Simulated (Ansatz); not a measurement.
Job for Ansatz (a first-principles code): R-PBE/def2-TZVPP on CH6GeO2 (SMILES C[O][GeH2][OH]), a point of a torsion scan.

Ansatz 0.2 input:
```yaml
crystal:
  periodic: [false, false, false]
  atoms:
    - {symbol: C, position_ang: [1.48285377, -0.15002519, -0.18128988]}
    - {symbol: O, position_ang: [0.43794032, 0.77511909, 0.02309006]}
    - {symbol: Ge, position_ang: [-1.25614623, 0.43236289, 0.36393745]}
    - {symbol: O, position_ang: [-2.06010248, 1.78663142, -0.33350791]}
    - {symbol: H, position_ang: [2.27833531, 0.37507862, -0.71219263]}
    - {symbol: H, position_ang: [1.87211411, -0.51504031, 0.77188025]}
    - {symbol: H, position_ang: [1.15968958, -1.00493958, -0.77843257]}
    - {symbol: H, position_ang: [-1.67980953, -0.83944234, -0.33153851]}
    - {symbol: H, position_ang: [-1.52776092, 0.43006015, 1.84106222]}
    - {symbol: H, position_ang: [-1.48735057, 2.37565717, -0.82298947]}
basis:
  gaussian:
    orbitals: def2-TZVPP
hamiltonian:
  xc: {name: PBE}
scf: {lower_state_search: off}
```

Program output:

```
WARN ansatz: RAYON_NUM_THREADS=1 ignored (pool sized by the plan → 1); use --threads N
Functional definition: PBE
these checks for a lower state are left out or cut short: stability, starts, cluster_reference, orbital_swaps, neighbouring_geometries, increment
integrals: 0.14 GiB planned
1194 factors; their error is unknown
mean field: 0.97 GiB planned
mean field evaluation 1: about -61721.7634 eV, gradient 9.0e1 eV
mean field evaluation 2: about -61661.8798 eV, gradient 1.9e2 eV
mean field evaluation 4: about -61734.8800 eV, gradient 1.9e1 eV
mean field evaluation 8: about -61735.4462 eV, gradient 3.0e-1 eV
mean field evaluation 16: about -61735.4223 eV, gradient 1.8e-4 eV
mean field -61735.42226274 eV, -2268.7349223835 hartree, gradient 1.9e-6 eV, S^2 0.000000; 0 other end points of the search recorded, 0 dependent functions left out
reference -61735.42230496 eV, -2268.7349239353 hartree; 30, 30 occupied and 195, 195 virtual orbitals, 1194 factors
Total energy: -61735.42230496 eV, -2268.7349239353 hartree
Checks for a lower state left out: stability, starts, cluster_reference, orbital_swaps, neighbouring_geometries, increment
```

The run converged.

Cost: about 2.8 core-seconds (a rough figure).
